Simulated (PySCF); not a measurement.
CH7BFNO2Si, singlet, at a GFN2-xTB geometry; SA2-CASSCF(4,4)/STO-3G (PySCF).

Here is a job for PySCF.
```python
from pyscf import gto, scf, mcscf
import numpy

mol = gto.M(
    atom='''
Si   -1.58698379    0.07625341    0.08289077
F    -1.46445149    1.68341846    0.14866959
N    -0.00968010   -0.59806189   -0.05345089
C     0.03016377   -2.05168966   -0.16315141
B     1.27063855    0.10921484   -0.03840095
O     2.44450180   -0.56468128   -0.10306681
O     1.36705231    1.44975692    0.03689863
H    -2.37318755   -0.17850813   -1.11802566
H    -2.22578932   -0.28645495    1.34262668
H     0.54853869   -2.35584856   -1.07630723
H     0.53687209   -2.49362920    0.69942211
H    -0.97969942   -2.45363577   -0.20084242
H     2.38541941   -1.51635863   -0.15010349
H     0.54683479    1.93601354    0.07914810
''',
    basis='sto-3g',
    verbose=4,
)

mf = scf.RHF(mol)
mf.kernel()
mc = mcscf.CASSCF(mf, 4, 4)
mc.fix_spin_(ss=0.0)
mc = mc.state_average_([0.5, 0.5])
mc.kernel()
```

It wrote (shortened):

```
PySCF version 2.14.0

[INPUT] verbose = 4
[INPUT] num. atoms = 14
[INPUT] num. electrons = 64
[INPUT] charge = 0
[INPUT] spin (= nelec alpha-beta = 2S) = 0
[INPUT] symmetry False subgroup None
[INPUT] Mole.unit = angstrom
[INPUT] Symbol           X                Y                Z      unit          X                Y                Z       unit  Magmom
[...]
nuclear repulsion = 391.241170515774
number of shells = 30
number of NR pGTOs = 138
number of NR cGTOs = 46
basis = sto-3g
ecp = {}

******** <class 'pyscf.scf.hf.RHF'> ********
method = RHF
initial guess = minao
damping factor = 0
level_shift factor = 0
DIIS = <class 'pyscf.scf.diis.CDIIS'>
diis_start_cycle = 1
diis_space = 8
diis_damp = 0
SCF conv_tol = 1e-09
SCF conv_tol_grad = None
SCF max_cycles = 50
direct_scf = True
direct_scf_tol = 1e-13
Set gradient conv threshold to 3.16228e-05
Initial guess from minao.
init E= -652.110844737678
[...]
cycle= 1 E= -650.933310789754  delta_E= 1.18  |g|= 0.654  |ddm|= 4.52
[...]
cycle= 2 E= -651.093738763565  delta_E= -0.16  |g|= 0.154  |ddm|= 1.11
[...]
cycle= 3 E= -651.101675252379  delta_E= -0.00794  |g|= 0.0343  |ddm|= 0.224
[...]
cycle= 4 E= -651.102332518516  delta_E= -0.000657  |g|= 0.00757  |ddm|= 0.0781
[...]
cycle= 5 E= -651.102362243126  delta_E= -2.97e-05  |g|= 0.0022  |ddm|= 0.0165
[...]
cycle= 6 E= -651.102365053874  delta_E= -2.81e-06  |g|= 0.000522  |ddm|= 0.00517
[...]
cycle= 7 E= -651.102365206828  delta_E= -1.53e-07  |g|= 5.98e-05  |ddm|= 0.00134
[...]
cycle= 8 E= -651.102365209078  delta_E= -2.25e-09  |g|= 1.4e-05  |ddm|= 0.000145
[...]
cycle= 9 E= -651.102365209209  delta_E= -1.31e-10  |g|= 2.72e-06  |ddm|= 3.75e-05
[...]
Extra cycle  E= -651.102365209214  delta_E= -5e-12  |g|= 1.2e-06  |ddm|= 5.78e-06
converged SCF energy = -651.102365209214

******** <class 'pyscf.mcscf.addons.StateAverageCASSCF'> ********
CAS (2e+2e, 4o), ncore = 30, nvir = 12
max_cycle_macro = 50
max_cycle_micro = 4
conv_tol = 1e-07
conv_tol_grad = None
orbital rotation max_stepsize = 0.02
orbital rotation threshold for CI restart = 0.01
augmented hessian ah_max_cycle = 30
augmented hessian ah_conv_tol = 1e-12
augmented hessian ah_linear dependence = 1e-14
augmented hessian ah_level shift = 1e-08
augmented hessian ah_start_tol = 2.5
augmented hessian ah_start_cycle = 3
augmented hessian ah_grad_trust_region = 3
kf_trust_region = 3
kf_interval = 4
ci_response_space = 4
ci_grad_trust_region = 3
with_dep4 0
natorb = False
canonicalization = True
sorting_mo_energy = False
[...]
CASCI E = -650.887030719677  S^2 = 0.0000000
[...]
               |grad[o]|=0.00119  |ddm|=0.00144  |maxRot[o]|=0.0354
macro iter  40 ( 12 JK    3 micro), CASSCF E = -650.909425288349  dE = -1.13328187e-04  S^2 = 0.0000000
               |grad[o]|=0.000974  |ddm|=0.00356  |maxRot[o]|=0.0705
macro iter  41 ( 20 JK    4 micro), CASSCF E = -650.909553656151  dE = -1.28367802e-04  S^2 = 0.0000000
               |grad[o]|=0.000807  |ddm|=0.0171  |maxRot[o]|=0.204
macro iter  42 ( 10 JK    3 micro), CASSCF E = -650.909584265928  dE = -3.06097771e-05  S^2 = 0.0000000
               |grad[o]|=0.00264  |ddm|=0.007  |maxRot[o]|=0.091
macro iter  43 ( 12 JK    4 micro), CASSCF E = -650.909590726134  dE = -6.46020612e-06  S^2 = 0.0000000
               |grad[o]|=0.00254  |ddm|=0.00913  |maxRot[o]|=0.0997
macro iter  44 (  9 JK    3 micro), CASSCF E = -650.909589926450  dE =  7.99683903e-07  S^2 = 0.0000000
               |grad[o]|=0.00171  |ddm|=0.00311  |maxRot[o]|=0.0477
macro iter  45 ( 21 JK    4 micro), CASSCF E = -650.909590985596  dE = -1.05914592e-06  S^2 = 0.0000000
               |grad[o]|=0.00108  |ddm|=0.000848  |maxRot[o]|=0.00601
macro iter  46 (  5 JK    1 micro), CASSCF E = -650.909593281918  dE = -2.29632201e-06  S^2 = 0.0000000
               |grad[o]|=0.00027  |ddm|=0.00214  |maxRot[o]|=0.0321
macro iter  47 (  9 JK    3 micro), CASSCF E = -650.909590393775  dE =  2.88814272e-06  S^2 = 0.0000000
               |grad[o]|=0.000364  |ddm|=0.00136  |maxRot[o]|=0.0366
macro iter  48 ( 21 JK    4 micro), CASSCF E = -650.909590585873  dE = -1.92097559e-07  S^2 = 0.0000000
               |grad[o]|=0.000572  |ddm|=0.000799  |maxRot[o]|=0.00223
macro iter  49 (  6 JK    2 micro), CASSCF E = -650.909592549557  dE = -1.96368410e-06  S^2 = 0.0000000
               |grad[o]|=0.000225  |ddm|=0.00144  |maxRot[o]|=0.0234
macro iter  50 (  4 JK    1 micro), CASSCF E = -650.909593698007  dE = -1.14845000e-06  S^2 = 0.0000000
               |grad[o]|=0.000201  |ddm|=0.00152  |maxRot[o]|=0.0218
1-step CASSCF not converged,  50 macro (922 JK 187 micro) steps
CASSCF canonicalization
Density matrix diagonal elements [1.98236745 1.48897673 0.51570116 0.01295467]
CASSCF energy = -650.909593698007
CASCI E = -650.909593698007  E(CI) = -3.40887530621046  S^2 = 0.0000000
CASCI state-averaged energy = -650.909593698007
CASCI energy for each state
  State 0 weight 0.5  E = -651.100340279082 S^2 = 0.0000000
  State 1 weight 0.5  E = -650.718847116932 S^2 = 0.0000000
```

Convergence was not reached.
